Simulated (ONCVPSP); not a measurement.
**What one change does to a pseudopotential (dysprosium, ONCV)**

| Quantity | Value |
| --- | --- |
| Element | dysprosium |
| Generator | ONCVPSP 4.0.1 |
| Type | optimised norm-conserving Vanderbilt (ONCV) |
| Functional | PBE |
| Relativity | scalar-relativistic |
| Frozen core | [Kr] 4d10 4f9 |
| Valence charge | 11 |
| Reference configuration | 5s2 5p6 5d1 6s1.75 6p0.25 |
| Partial waves | 5s+6s: rc 2.50 bohr, ncon 5, nbas 9, qcut 6.1 1/bohr, 2 projectors; 5p+6p: rc 2.10 bohr, ncon 4, nbas 7, qcut 7.4 1/bohr, 2 projectors; 5d: rc 3.60 bohr, ncon 4, nbas 9, qcut 4.9 1/bohr, 3 projectors, debl 2.3 Ha; f scattering state at 0.08 Ha: rc 3.95 bohr, ncon 4, nbas 9, qcut 3.2 1/bohr, 2 projectors, debl 0.6 Ha |
| Local potential | polynomial inside 1.70 bohr (lpopt 5, dvloc0 1 Ha) |
| Core correction | Teter function fitted to the true core (icmod 2), fcfact 0.5 |

Change: s: qcut 4.2.

Cutoffs: the cutoffs (Ha) at which the residual kinetic energy of the hardest occupied pseudo-wave falls to 1 and 0.1 mHa per electron; they do not see the model core or the augmentation charge, which bear on the density cutoff. Errors are all-electron minus pseudo energies relative to the spin-unpolarised reference configuration.

How do hardness, ghosts and transferability respond?

The potential gets neither clearly harder nor softer (14 Ha and 18 Ha → 14 Ha and 18 Ha); the p channel sets the loose cutoff, while the largest relative change is in s, which becomes softer; of the 4 tests that both files solve, the error grows in 0 and shrinks in 1 by more than 15 % and 0.3 meV (median size 0.3 → 0.2 meV); neither file shows a bound ghost.

| quantity | base | changed |
| --- | --- | --- |
| cutoff, loose | 14 Ha | 14 Ha |
| cutoff, tight | 18 Ha | 18 Ha |
| loose cutoff by channel | s 11 Ha, p 14 Ha, d 6.8 Ha | s 4.5 Ha, p 14 Ha, d 6.8 Ha |
| bound ghosts | none | none |
| GHOST(+) flags under 300 eV | none | none |
| error for 5s2 5p6 5d1 6s2 6p0, meV [ΔE -0.74 eV] | +0.2 | +0.2 |
| error for 5s2 5p6 5d1 6s1 6p0, meV [ΔE 6.10 eV] | +0.2 | 0.0 |
| error for 5s2 5p6 5d1 6s0 6p0, meV [ΔE 18.53 eV] | +9.2 | +6.2 |
| error for 5s2 5p6 5d1.5 6s1.5 6p0, meV [ΔE 0.28 eV] | +0.4 | +0.2 |
| s: phases at 2.54 bohr within 0.05 rad from the reference energy up to (Ha; the scan ends near 5) | 3.4 | 2.7 |
| p: phases at 2.14 bohr within 0.05 rad from the reference energy up to (Ha; the scan ends near 5) | to the end of the scan | to the end of the scan |
| d: phases at 3.66 bohr within 0.05 rad from the reference energy up to (Ha; the scan ends near 5) | to the end of the scan | to the end of the scan |
| f: phases at 4.01 bohr within 0.05 rad from the reference energy up to (Ha; the scan ends near 5) | 1.2 | 1.2 |
| rms error of d²Exc/dni dnj with the model core, mHa | 0.67 | 0.84 |
